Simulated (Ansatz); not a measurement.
Compare A (`CC1[Se]B1[SiH3]`) with its isomer B (`B/C=C/[Se][SiH3]`).

Program: Ansatz. Geometries: PBE0-D4/def2-TZVP. ΔE: electronic, gas phase. CCSD(T)/CBS adds triple-zeta CCSD(T) − MP2 to the extrapolated MP2 energy (def2 sets, frozen cores). Functionals use def2-TZVPP. B3LYP here is the variant with VWN-RPA as its local correlation; programs differ in this. For Se outer-core shells are correlated without core-valence functions, which leaves a few kJ/mol of doubt a bond. Scalar relativity is left out up to krypton. One conformer a species, not always the lowest.

Which is lower in electronic energy at CCSD(T)/CBS, and by how much? (Best estimate.)

Computed: A, by 42.8 kJ/mol.

Give E(B) − E(A) in kJ/mol with MP2/def2-TZVPP, B3LYP, r2SCAN-D4, HF/def2-TZVPP, PBE-D4, B2PLYP, CCSD/def2-TZVPP. (Best estimate.)

Computed: MP2/def2-TZVPP 46.8, B3LYP 24.8, r2SCAN-D4 43.7, HF/def2-TZVPP -0.2, PBE-D4 49.4, B2PLYP 32.0, CCSD/def2-TZVPP 37.4. None reverses the order clearly.

Largest T1 diagnostic: 0.015.

In def2-TZVPP, CCSD(T) changes the Hartree–Fock value by +42.2 kJ/mol (the triples alone add +4.6 kJ/mol) and MP2 by +47.0 kJ/mol.
